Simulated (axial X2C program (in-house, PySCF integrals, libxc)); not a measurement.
## Which molecule gave these maps?

PBE0 fields computed with an in-house all-electron X2C program for linear molecules (integrals from PySCF), scalar-relativistic, near the equilibrium distance, one atom at z = 0.

The maps cover the half plane through the axis: z from -2.4 to 3.9 Å along the bond, ρ from 0.15 to 2.25 Å away from it (steps of 0.3 Å, the bottom row nearest the axis).

log10 of the density in e/bohr³:

digits 0 to 9 span -5.45 to 1.40 evenly
```
0011222333332222211100
0112233333333333222110
1123344444444443332211
1233445555555544433221
2234455555555555543321
2334556666666666554322
2344566787666666654432
2345567999767787655432
```

Electron localisation function (collinear form, no current term, damped to 0 at low density):

digits 0 to 9 span 0.00 to 1.00 evenly
```
0000000000000000000000
0000012222111100000000
0000245544333322100000
0003577765445555431000
0025788755556777764100
0147886322467888886300
0258872353168648988510
0268862727167093998610
```

Axial spin density in 10⁻³ e/bohr³:

digits 0 to 9 span -9.76 to 9.76 evenly, values beyond are clipped
```
5555555555555555555555
5555555555555555555555
5555555555555555555555
5555555555566666655555
5555555556788999865555
5555677656999999996555
5555799645999999997555
5556899549999999999655
```

Question: Which molecule is it?
A. GaBr
B. GeH
C. GaO⁺
D. AsC⁺

Answer: D. AsC⁺, with As at z = 0 and C at z = 1.739 Å, state M_S = 1, Λ = 1 (beyond evenly filled blocks: σα, π+α, π+β, π-α), basis As dyall-cv3z [9s9p6d4f1g], C dyall-v3z [7s6p2d1f] (cores contracted in-house). The state is a single determinant with fixed occupations, the lowest that a limited PBE0 search found. PBE0 can misorder states that lie within some tenths of an eV, so this need not be the ground state of the molecule. The nearest other spin-free determinant of the search, M_S = 0, Λ = 1, lies 0.34 eV up at the distance of the search. Without a current term, density functionals place determinants with orbital angular momentum somewhat too high. The determinant is spin-polarised beyond a pure state at some levels (its spin-free form has ⟨S²⟩ too high), which makes Re and μ there less reliable.
